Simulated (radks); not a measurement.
As2+, configuration [Ar] 3d10 4s2 4p1.

Method: scalar-relativistic Kohn-Sham, PBE, spin-polarised, spherical densities, point nucleus; open shells are filled with parallel spins first; computed with a radial shooting solver on a logarithmic mesh with Libxc functionals.

Energy parts (hartree):
| part | energy |
|---|---|
| total | -2259.82268 |
| kinetic | 2303.40452 |
| electron-nucleus | -5423.20750 |
| Hartree | 943.03857 |
| exchange-correlation | -83.05827 |

Orbitals (lengths in bohr, moments of r in powers of bohr):
| orbital | occ. | eigenvalue (hartree) | <r^4> |
|---|---|---|---|
| 1s up | 1 | -431.4818 | 0.00001999 |
| 1s down | 1 | -431.4798 | 0.00001999 |
| 2s up | 1 | -55.42490 | 0.004070 |
| 2s down | 1 | -55.42412 | 0.004070 |
| 2p up | 3 | -48.69741 | 0.002972 |
| 2p down | 3 | -48.69572 | 0.002972 |
| 3s up | 1 | -7.77837 | 0.2731 |
| 3s down | 1 | -7.77576 | 0.2726 |
| 3p up | 3 | -5.69739 | 0.3450 |
| 3p down | 3 | -5.69432 | 0.3436 |
| 3d up | 5 | -2.27725 | 0.7713 |
| 3d down | 5 | -2.27220 | 0.7518 |
| 4s up | 1 | -1.24813 | 21.41 |
| 4s down | 1 | -1.20585 | 21.46 |
| 4p up | 1 | -0.85243 | 43.82 |
| 4p down | 0 | -0.80885 | 45.30 |

The highest occupied level is 4p up at -23.196 eV. For comparison, the ionisation energy in NIST's Atomic Spectra Database is 28.35 eV (measured). In exact Kohn-Sham theory the highest level is minus the ionisation energy, but local and semilocal functionals leave it too shallow, through self-interaction and a potential that decays too fast; potentials with the right tail come closer. The density falls to 0.001 e/bohr^3 at r = 3.56 bohr. Spin moment in Bohr magnetons: 1.
